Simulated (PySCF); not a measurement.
## Worked example: oscillator strength and radiative lifetime

Be(Et) (C2H5Be), SMILES [CH2](C)[Be+], charge +1.

Geometry: PBE0-D3(BJ)/def2-TZVP. The multiplicity is an assumed one; other spin states were not compared. The isomer is the one that the SMILES or the coordinates give; other isomers of the formula were not compared.

PySCF with TDA-LC-ωPBE/def2-SVPD puts the first singlet state with f over 0.02 at 3.87 eV (vertical), with the transition dipole (0.741, -1.144, 0.000) in atomic units.

### Question
Find the oscillator strength, the wavelength and the radiative lifetime that this transition would have in vacuum if emission retraced absorption.

### Answer

|μ|² = 1.8578 au, so |μ| = 3.46 D. ΔE = 3.87/27.211 = 0.1422 hartree. f = (2/3) ΔE |μ|² = 0.176 (the program prints 0.176).
λ = 1239.84/3.87 = 320 nm; ν = 31214 cm⁻¹.
Einstein's coefficient A = 0.6670 ν² f s⁻¹ (ν in cm⁻¹) = 1.1e8 s⁻¹, so τ = 1/A = 8.7 ns. This state is S1. The figure is the radiative limit of this one transition; relaxation, internal conversion, crossing to triplets and a medium change what is measured.
